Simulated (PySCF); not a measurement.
Species: C5H7F3O2.
Bonds: F1–C2, C2–F3, C2–F4, C2–C5, C5–O6, O6–C7, C7–C8, C8–C9, C9–O10, C5–O10. Hydrogens: H11 on C5; H12, H13 on C7; H14, H15 on C8; H16, H17 on C9.

The closed-shell ground state was solved at several levels (PySCF, density fitting, gas phase, non-relativistic). The structure is a single PBE0-D3(BJ)/def2-SVP conformer in the gas phase; no vibrational or solvent corrections.

| level | basis functions | total energy (Eh) | HOMO (eV) | LUMO (eV) | gap (eV) | dipole (D) |
| --- | --- | --- | --- | --- | --- | --- |
| PBE0/pcSseg-1 | 205 | -643.9904 | -8.01 | 1.32 | 9.33 | 2.77 |
| CAM-B3LYP/pcSseg-1 | 205 | -644.4485 | -9.47 | 2.15 | 11.62 | 2.82 |

Task: What might B3LYP/def2-SVPD (271 basis functions) give for the same quantities?

Result: Total energy -644.2692 Eh, HOMO -7.90 eV, LUMO 0.22 eV, gap 8.12 eV, dipole 2.84 D.

Task: Over all these levels, which gives the widest orbital gap and which the narrowest?

Result: CAM-B3LYP/pcSseg-1 (range-separated hybrid) has the widest, 11.62 eV, and B3LYP/def2-SVPD (global hybrid, 20 % exact exchange) the narrowest, 8.12 eV. Functional and basis both differ between the two, so the spread mixes both effects.

Task: How far do the dipole and the HOMO energy spread over the levels?

Result: The dipole runs from 2.77 to 2.84 D (mean 2.81 D) and the HOMO from -9.47 to -7.90 eV.
